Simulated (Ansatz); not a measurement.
Two isomers of C2H10GeSi: A = `[SiH3]C[CH2][GeH3]`, B = `C[SiH2][CH2][GeH3]`.

Gas-phase electronic energies from Ansatz, PBE0-D4/def2-TZVP geometries. CBS: MP2 limit from def2 TZ/QZ plus the TZ coupled-cluster correction, frozen cores. DFT in def2-TZVPP. B3LYP here is the variant with VWN-RPA as its local correlation; programs differ in this. For Ge outer-core shells are correlated without core-valence functions, which leaves a few kJ/mol of doubt a bond. Scalar relativity is left out up to krypton. Each species was taken in one conformer, which may not be the lowest.

**Question.** Which isomer does CCSD(T)/CBS put lower? Give the gap. (Estimate.)

**Answer.** Ansatz gave: B, by 62.7 kJ/mol.

**Question.** Give E(B) − E(A) in kJ/mol with CCSD(T)/def2-TZVPP, B3LYP, ωB97M-V, r2SCAN-D4, CCSD/def2-TZVPP, B2PLYP, B3LYP-D4. (An estimate is asked.)

**Answer.** Ansatz gave: CCSD(T)/def2-TZVPP -61.5, B3LYP -59.4, ωB97M-V -64.2, r2SCAN-D4 -65.6, CCSD/def2-TZVPP -61.2, B2PLYP -61.3, B3LYP-D4 -61.2. None reverses the order clearly.

Largest T1 diagnostic: 0.011.
